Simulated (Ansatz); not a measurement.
CH2Cl (SMILES [CH2]Cl) moved off its minimum; all values from Ansatz (a quantum-chemistry and plane-wave program), cores frozen in correlated methods. Open shells are unrestricted.
(charge 0, multiplicity 2)
```xyz
4

C     -1.1638    -0.1185    -0.2151
Cl     0.4739    -0.1033    -0.0413
H     -1.5844     0.9830     0.0496
H     -1.5657    -1.1230     0.0416
```

Q: Give the forces (eV/Å), the total energy and the dipole at CCSD(T)/aug-cc-pV(T+d)Z.

A: 
```
atom      Fx      Fy      Fz
----  ------  ------  ------
C1    -2.215   1.977   1.026
Cl2    2.371  -0.032  -0.025
H3     0.282  -3.185  -0.729
H4    -0.439   1.241  -0.272
```
Energy -498.8920 hartree, dipole 0.94 D.
